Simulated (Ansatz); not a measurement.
Basis-set extrapolation for `F[Si](F)O[SiH3]` radical (PBE0-D4/def2-TZVP geometry, frozen core, Ansatz). Multiplicity 2, UHF reference.

```json
{"": "HF", "def2-TZVPP": "-853.703151", "def2-QZVPP": "-853.736608"}
{"": "MP2 correlation", "def2-TZVPP": "-0.943570", "def2-QZVPP": "-1.029279"}
{"": "CCSD(T) correlation", "def2-TZVPP": "-0.997412", "def2-QZVPP": "not run"}
```

Energies in hartree. Use E(X) = E(∞) + A·exp(−7.88·√X) for Hartree–Fock and E(X) = E(∞) + B·X^(−2.97) for correlation, with X = 3 and 4, and add CCSD(T) minus MP2 of the smaller set to the MP2 limit.

**Question.** What is the CCSD(T) energy at the basis-set limit?

**Answer.** HF limit: -853.736608 + (-0.033457) × 0.13774 = -853.74122. MP2 limit: -1.029279 + (-0.085709) × 0.74074 = -1.09277. Higher-order term: -0.997412 − (-0.943570) = -0.05384. Total: -854.88783 hartree, 491.7 kJ/mol below CCSD(T)/def2-TZVPP.
